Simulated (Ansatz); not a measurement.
Steps of a relaxation of CH$_{2}$ClFOTe (`OC(F)(Cl)[TeH]`) with RKS PBE0-D4/def2-TZVP.

```sh
$ ansatz run in.yaml --threads 4 --pin off --events-out ev --progress --plain --max-ram 10444MiB
```

```yaml
crystal:
  periodic: [false, false, false]
  atoms:
    - {symbol: O, position_ang: [0.109557, -0.494572, 1.472452]}
    - {symbol: C, position_ang: [-0.211090, -0.385097, 0.153842]}
    - {symbol: F, position_ang: [0.636429, -1.116412, -0.632332]}
    - {symbol: Cl, position_ang: [-1.863118, -1.031231, -0.047777]}
    - {symbol: Te, position_ang: [-0.034741, 1.765001, -0.512674]}
    - {symbol: H, position_ang: [1.003215, -0.104753, 1.581599]}
    - {symbol: H, position_ang: [0.421048, 1.298965, -2.060810]}
basis:
  gaussian: {orbitals: def2-TZVP}
hamiltonian: {xc: pbe0, dispersion: d4}
relax: {f_tol: 0.005, max_steps: 150}
```

Positions (Å) and forces (eV/Å) along the path, 14 of 14 steps:

```xyz
7
step=1 energy=-25642.1574 eV
O     0.110   -0.495    1.472    0.606    0.219   -0.416
C    -0.211   -0.385    0.154   -0.119    0.287   -0.163
F     0.636   -1.116   -0.632   -0.357    0.224    0.392
Cl   -1.863   -1.031   -0.048    0.557    0.170    0.053
Te   -0.035    1.765   -0.513    0.043   -0.732   -0.211
H     1.003   -0.105    1.582   -0.625   -0.290   -0.021
H     0.421    1.299   -2.061   -0.105    0.122    0.367
7
step=2 energy=-25642.1892 eV
O     0.113   -0.489    1.460    0.242    0.112   -0.076
C    -0.203   -0.353    0.148   -0.223   -0.308   -0.074
F     0.635   -1.090   -0.631   -0.004   -0.061    0.078
Cl   -1.842   -0.999   -0.063    0.124   -0.022    0.059
Te   -0.048    1.707   -0.513   -0.009    0.465    0.202
H     1.001   -0.115    1.583   -0.194   -0.090    0.039
H     0.404    1.272   -2.029    0.063   -0.096   -0.227
7
step=3 energy=-25642.1978 eV
O     0.112   -0.481    1.452    0.099    0.025   -0.007
C    -0.210   -0.358    0.140   -0.130   -0.188    0.024
F     0.628   -1.105   -0.629   -0.030    0.073    0.022
Cl   -1.842   -1.021   -0.051    0.117    0.088   -0.010
Te   -0.037    1.731   -0.502   -0.011    0.008   -0.024
H     0.996   -0.107    1.571   -0.052   -0.026    0.042
H     0.414    1.274   -2.025    0.007    0.020   -0.047
7
step=4 energy=-25642.1994 eV
O     0.113   -0.488    1.458    0.041    0.043   -0.067
C    -0.209   -0.362    0.146   -0.087   -0.092   -0.024
F     0.630   -1.103   -0.627   -0.019    0.030    0.032
Cl   -1.840   -1.016   -0.052    0.086    0.048    0.008
Te   -0.038    1.730   -0.510    0.007   -0.017   -0.006
H     0.995   -0.113    1.581   -0.017   -0.012    0.033
H     0.410    1.284   -2.041   -0.011    0.000    0.025
7
step=5 energy=-25642.1998 eV
O     0.113   -0.487    1.457    0.015    0.013   -0.037
C    -0.209   -0.363    0.145   -0.043   -0.032   -0.011
F     0.631   -1.104   -0.627   -0.007    0.013    0.016
Cl   -1.838   -1.013   -0.054    0.030    0.010    0.004
Te   -0.038    1.729   -0.509    0.011   -0.005   -0.008
H     0.995   -0.113    1.581    0.001   -0.002    0.024
H     0.408    1.282   -2.040   -0.007    0.002    0.012
7
step=6 energy=-25642.1999 eV
O     0.113   -0.487    1.456   -0.002    0.000   -0.010
C    -0.210   -0.364    0.144   -0.001    0.005    0.002
F     0.630   -1.104   -0.627    0.003   -0.004   -0.002
Cl   -1.837   -1.013   -0.054   -0.005   -0.003   -0.001
Te   -0.037    1.729   -0.508    0.004    0.001    0.000
H     0.994   -0.112    1.582    0.005    0.002    0.011
H     0.407    1.282   -2.039   -0.004    0.000    0.000
7
step=7 energy=-25642.2000 eV
O     0.113   -0.487    1.456   -0.002    0.001    0.000
C    -0.208   -0.364    0.144    0.001    0.000   -0.001
F     0.632   -1.104   -0.626   -0.001    0.000   -0.001
Cl   -1.837   -1.011   -0.055   -0.004   -0.003   -0.003
Te   -0.034    1.729   -0.508    0.003    0.002    0.004
H     0.993   -0.112    1.584    0.005    0.001    0.006
H     0.402    1.282   -2.040   -0.002    0.000   -0.006
7
step=8 energy=-25642.2000 eV
O     0.111   -0.488    1.456   -0.003    0.002    0.014
C    -0.206   -0.363    0.144    0.003   -0.005   -0.009
F     0.635   -1.106   -0.624   -0.006    0.005    0.002
Cl   -1.835   -1.009   -0.060    0.002   -0.001   -0.004
Te   -0.027    1.729   -0.507    0.001    0.000    0.002
H     0.991   -0.113    1.590    0.004   -0.001   -0.004
H     0.391    1.282   -2.044   -0.001    0.000   -0.003
7
step=9 energy=-25642.2000 eV
O     0.110   -0.488    1.457   -0.002    0.002    0.014
C    -0.205   -0.363    0.144    0.001   -0.004   -0.009
F     0.637   -1.106   -0.623   -0.003    0.004    0.003
Cl   -1.834   -1.007   -0.063    0.003    0.000   -0.001
Te   -0.022    1.729   -0.506    0.001    0.000   -0.001
H     0.991   -0.114    1.592    0.001   -0.002   -0.006
H     0.384    1.282   -2.047   -0.001    0.001    0.000
7
step=10 energy=-25642.2001 eV
O     0.107   -0.486    1.459    0.001    0.002    0.006
C    -0.202   -0.363    0.144   -0.005   -0.001   -0.005
F     0.641   -1.108   -0.618    0.003    0.003    0.003
Cl   -1.831   -1.005   -0.069    0.003    0.002    0.001
Te   -0.014    1.729   -0.505    0.001   -0.002   -0.004
H     0.990   -0.119    1.596   -0.002   -0.004   -0.006
H     0.371    1.283   -2.052   -0.001   -0.001    0.006
7
step=11 energy=-25642.2000 eV rejected
O     0.104   -0.484    1.460    0.008   -0.003   -0.005
C    -0.200   -0.360    0.144   -0.013    0.007    0.013
F     0.645   -1.106   -0.615    0.005    0.001    0.003
Cl   -1.829   -1.002   -0.076    0.007    0.004    0.003
Te   -0.008    1.731   -0.503    0.003   -0.019   -0.024
H     0.991   -0.125    1.598   -0.007   -0.005   -0.002
H     0.358    1.277   -2.054   -0.002    0.015    0.012
7
step=12 energy=-25642.2001 eV
O     0.105   -0.485    1.461    0.003    0.004   -0.006
C    -0.201   -0.361    0.144   -0.008    0.000    0.001
F     0.644   -1.106   -0.615    0.005   -0.004    0.001
Cl   -1.830   -1.003   -0.072    0.003    0.001    0.002
Te   -0.012    1.730   -0.506    0.000    0.003   -0.001
H     0.991   -0.124    1.597   -0.003   -0.003   -0.001
H     0.364    1.282   -2.054   -0.001    0.000    0.003
7
step=13 energy=-25642.2001 eV
O     0.104   -0.483    1.461    0.005    0.001   -0.003
C    -0.201   -0.361    0.144   -0.006    0.000    0.006
F     0.645   -1.107   -0.613    0.002    0.001   -0.002
Cl   -1.829   -1.003   -0.074    0.003    0.002    0.000
Te   -0.010    1.730   -0.505    0.000   -0.002   -0.003
H     0.992   -0.127    1.597   -0.003   -0.002    0.002
H     0.360    1.281   -2.055    0.000    0.001    0.000
7
step=14 energy=-25642.2001 eV
O     0.104   -0.482    1.461   -0.004   -0.003    0.003
C    -0.201   -0.361    0.145    0.005    0.001   -0.003
F     0.646   -1.106   -0.613   -0.001    0.000    0.000
Cl   -1.829   -1.003   -0.074    0.000    0.000    0.001
Te   -0.010    1.730   -0.506    0.000    0.001    0.000
H     0.992   -0.128    1.597    0.000    0.001   -0.002
H     0.360    1.282   -2.056    0.000    0.000    0.000
```

Run time 25 s (4 threads of an Intel Xeon 6975P-C on a shared host); peak host memory 0.56 GiB.
